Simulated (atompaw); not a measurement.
## neodymium (Nd) PAW (atompaw): all-electron and pseudo phase curves

atompaw 4.2.0.5 input, output lines left out:

```
Nd 60
LDA-PW scalarrelativistic loggrid 2001 logderivrange -2 5 176
6 6 5 4 0 0
6 0 1.75
6 1 0.25
5 2 0
4 3 4
0 0 0
c
c
c
c
c
v
c
c
c
c
v
c
c
v
v
3
3.00 2.90 2.95 2.15
y
0.45
n
y
0.65
n
y
0.2
n
y
0.2
n
custom polynom2 7 10 vanderbiltortho besselshape
bessel
3.00
3.00
3.00
3.00
3.00
3.00
1.20
1.20
```

The phase is arctan(r·u′/u) with u = r·R(r), unwrapped; energies in Ry, scanned from -2 to 5 Ry. A pole is an energy at which the radial function vanishes at the test radius. The pseudo phase is shifted by a multiple of π to meet the all-electron one at the reference energy, and phase errors are pseudo minus all-electron; the curves can meet again beyond the range given. Levels narrower than the energy grid can be missing from the lists of poles.

Question: For each channel, where are the poles, and over which energies does the pseudopotential scatter like the atom?

Answer:

| channel | radius (bohr) | reference energy (Ry) | poles, all-electron | poles, pseudo | unbroken range about the reference energy with phases within 0.05 rad | phase error 1 Ry above the reference energy (rad) |
| --- | --- | --- | --- | --- | --- | --- |
| s | 3.01 | -0.28 | 2.65 | -0.88, 2.76 | above -0.8 | +0.001 |
| p | 3.01 | -0.11 | -1.45, 3.88 | -1.30, 4.37 | above -1.2 | +0.001 |
| d | 3.01 | -0.17 | 0.68 | 0.68 | below 2.5 | +0.000 |
| f | 3.01 | -0.17 | -0.11, 3.31 | -0.11, 3.63 | below 1.4 | +0.002 |

A Bessel basis up to 400 Ry misses an occupied level by 0.07 Ry, so cutoffs were not judged. Note: ghost states, extra bound levels that the all-electron valence spectrum of the same l lacks: p at -19.8 eV, s at -12.5 eV (other channels not judged).

Phases in the f channel:

```json
{"E (Ry)": "-2.00", "all-electron": "1.361", "pseudo": "1.361"}
{"E (Ry)": "-1.76", "all-electron": "1.350", "pseudo": "1.350"}
{"E (Ry)": "-1.52", "all-electron": "1.337", "pseudo": "1.337"}
{"E (Ry)": "-1.28", "all-electron": "1.321", "pseudo": "1.321"}
{"E (Ry)": "-1.04", "all-electron": "1.301", "pseudo": "1.301"}
{"E (Ry)": "-0.80", "all-electron": "1.272", "pseudo": "1.272"}
{"E (Ry)": "-0.56", "all-electron": "1.223", "pseudo": "1.223"}
{"E (Ry)": "-0.32", "all-electron": "1.059", "pseudo": "1.059"}
{"E (Ry)": "-0.08", "all-electron": "-1.657", "pseudo": "-1.657"}
{"E (Ry)": "0.16", "all-electron": "-1.858", "pseudo": "-1.858"}
{"E (Ry)": "0.40", "all-electron": "-1.946", "pseudo": "-1.946"}
{"E (Ry)": "0.64", "all-electron": "-2.044", "pseudo": "-2.043"}
{"E (Ry)": "0.88", "all-electron": "-2.189", "pseudo": "-2.187"}
{"E (Ry)": "1.12", "all-electron": "-2.452", "pseudo": "-2.442"}
{"E (Ry)": "1.36", "all-electron": "-2.967", "pseudo": "-2.932"}
{"E (Ry)": "1.60", "all-electron": "-3.668", "pseudo": "-3.611"}
{"E (Ry)": "1.84", "all-electron": "-4.126", "pseudo": "-4.079"}
{"E (Ry)": "2.08", "all-electron": "-4.357", "pseudo": "-4.320"}
{"E (Ry)": "2.32", "all-electron": "-4.486", "pseudo": "-4.454"}
{"E (Ry)": "2.56", "all-electron": "-4.568", "pseudo": "-4.538"}
{"E (Ry)": "2.80", "all-electron": "-4.626", "pseudo": "-4.596"}
{"E (Ry)": "3.04", "all-electron": "-4.671", "pseudo": "-4.638"}
{"E (Ry)": "3.28", "all-electron": "-4.707", "pseudo": "-4.672"}
{"E (Ry)": "3.52", "all-electron": "-4.740", "pseudo": "-4.700"}
{"E (Ry)": "3.76", "all-electron": "-4.771", "pseudo": "-4.725"}
{"E (Ry)": "4.00", "all-electron": "-4.802", "pseudo": "-4.747"}
{"E (Ry)": "4.24", "all-electron": "-4.835", "pseudo": "-4.767"}
{"E (Ry)": "4.48", "all-electron": "-4.875", "pseudo": "-4.788"}
{"E (Ry)": "4.72", "all-electron": "-4.925", "pseudo": "-4.808"}
{"E (Ry)": "4.96", "all-electron": "-4.994", "pseudo": "-4.829"}
```
